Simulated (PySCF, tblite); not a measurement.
Species: C5H9BOSi.
Geometry (GFN2-xTB, Å), atoms numbered from 1 in this order:
```
atom  x, y, z in Å
C1     3.7558    0.9065    0.5340
C2     2.6171    1.0816    0.1856
B3     1.1651    1.2892   -0.2371
O4     0.2486    0.3292   -0.1874
C5     0.4808   -0.9893    0.2396
C6    -0.7573   -1.5626    0.8606
C7    -1.9499   -1.0030    0.7408
Si8   -2.3054    0.5677   -0.2428
H9     4.7560    0.7722    0.8325
H10    0.7978    2.3334   -0.6260
H11    1.3188   -1.0240    0.9493
H12    0.7640   -1.5965   -0.6347
H13   -0.5909   -2.4821    1.4104
H14   -2.7846   -1.4915    1.2250
H15   -3.7807    0.6495   -0.2561
H16   -1.9008    0.4572   -1.6441
H17   -1.8414    1.7746    0.4383
```

Jobs on this species (17 atoms, 66 electrons) with PySCF (density fitting) and tblite. Hardware of each: one thread, Arm Neoverse V1 (aarch64), no GPU, shared host. The host was shared with other jobs, so the times are rough.

Problem. Rank these jobs by wall time, shortest first.
A. GFN2-xTB; L-BFGS relaxation
B. GFN2-xTB; Hessian by finite differences
C. CAM-B3LYP/def2-SVPD; 8 singlets by full TDDFT, 3 Tamm–Dancoff triplets, polarisability; 239 basis functions

Solution. B (0.6 s), A (1.0 s), C (59 s).

All jobs:

```csv
level and settings,work,basis functions,SCF cycles,wall time
GFN2-xTB,Hessian by finite differences,–,–,0.6 s
GFN2-xTB,L-BFGS relaxation,–,–,1.0 s
PBE0/pcSseg-1,"shieldings, charges and field gradients, density and orbital grids written",188,15,38 s
CAM-B3LYP/def2-SVPD,"8 singlets by full TDDFT, 3 Tamm–Dancoff triplets, polarisability",239,13,59 s
```

Problem. What do all jobs in the table cost together?

Solution. About 99 s; the longest takes about 60 % of that, and about 98 times as long as the shortest.
